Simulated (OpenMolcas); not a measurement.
# Ionisation energies of rubidium

| Quantity | Value |
| --- | --- |
| Program | OpenMolcas |
| Basis | ANO-R3 [7s6p4d2f1g] |
| Scalar Hamiltonian | X2C, finite nucleus |
| Spin-orbit coupling | state interaction with AMFI integrals over the reference wave functions, term energies averaged over their components |

Active shells in each charge state: the valence s, p, d shells, with orbitals averaged over the low states. Where CASPT2's correlated closed shells are named, they are those of the first ion.

A. CASSCF
B. SS-CASPT2, IPEA 0.25 Eh, imaginary shift 0.1 Eh (closed shells correlated: 4s 4p)
C. SS-CASPT2, IPEA 0 Eh, imaginary shift 0.1 Eh (closed shells correlated: 4s 4p)
D. SS-CASPT2, IPEA 0.25 Eh, imaginary shift 0.1 Eh (closed shells correlated: none)
E. SS-CASPT2, IPEA 0.25 Eh, imaginary shift 0.1 Eh (closed shells correlated: 3d 4s 4p)

Energies in eV between the lowest computed levels, named as in B; reference values from the NIST Atomic Spectra Database with their kind.

```tsv
From	To	A	B	C	D	E	Spin-orbit share in B	Reference
Rb 5s 2S 1/2	Rb+ 4p6 1S0	3.794	4.095	4.123	3.794	4.102	+0.000	4.177 (measured)
```

Error against the reference values, in %:

| From | Reference | A | B | C | D | E |
| --- | --- | --- | --- | --- | --- | --- |
| Rb | measured | -9.2 | -2.0 | -1.3 | -9.2 | -1.8 |

Absolute error against the one measured value: A 0.38 eV, B 0.08 eV, C 0.05 eV, D 0.38 eV, E 0.08 eV. C lies closest.

The lowest level within the active space need not be the ion's true ground level.
